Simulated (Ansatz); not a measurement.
Ideal-gas functions of `[NH2][GeH2][CH]=[Se]` at 600 K and 1 bar, from an Ansatz frequency run at PBE0-D4/def2-TZVP.

Molar mass 182.63 g/mol, point group Cs (symmetry number 1), electronic degeneracy 1, moments of inertia 68.451, 462.324, 521.616 u Å². Harmonic wavenumbers (cm⁻¹, unscaled): 44, 112, 128, 230, 417, 549, 610, 612, 703, 754, 781, 849, 947, 951, 1176, 1589, 2149, 2153, 3108, 3550, 3636.

Use S(trans) = R[1.5 ln M + 2.5 ln T − 1.1517]; rotational temperatures θ = 24.2544 K / I; S(rot) = R[ln(√π/σ · √(T³/θAθBθC)) + 1.5]; for each mode x = 1.438777 ν̃/T, S = R[x/(eˣ − 1) − ln(1 − e⁻ˣ)] and H = RT x/(eˣ − 1); 1 cm⁻¹ = 0.0119627 kJ/mol; R = 8.31446 J/(mol·K).

Task: By hand: the entropy, in J/(mol·K).

Result: Translation 188.3. Rotation: θ = 0.3543, 0.0525, 0.0465 K, giving 126.3. Vibration, mode by mode: 27.02, 19.27, 18.17, 13.37, 8.65, 6.60, 5.86, 5.83, 4.89, 4.44, 4.22, 3.71, 3.08, 3.06, 2.00, 0.90, 0.30, 0.29, 0.04, 0.02, 0.01, in all 131.7. Electronic 0.0. Sum 446.3 J/(mol·K).

Task: By hand: H − E and G − E in kJ/mol, counted from the electronic energy.

Result: Zero-point energy ½ × 25048 × 0.0119627 = 149.8; thermal vibration 37.9; translation, rotation and pV give 4 RT = 20.0. H − E = 207.7 kJ/mol, and G − E = 207.7 − 600 × 446.3/1000 = -60.1 kJ/mol.

Vibration gives 30 % of the entropy, 64.5 J/(mol·K) of it from the modes under 150 cm⁻¹: soft modes count most, and the harmonic formula is weakest for them. The sum counts one conformer and one mirror image; others add a mixing term.
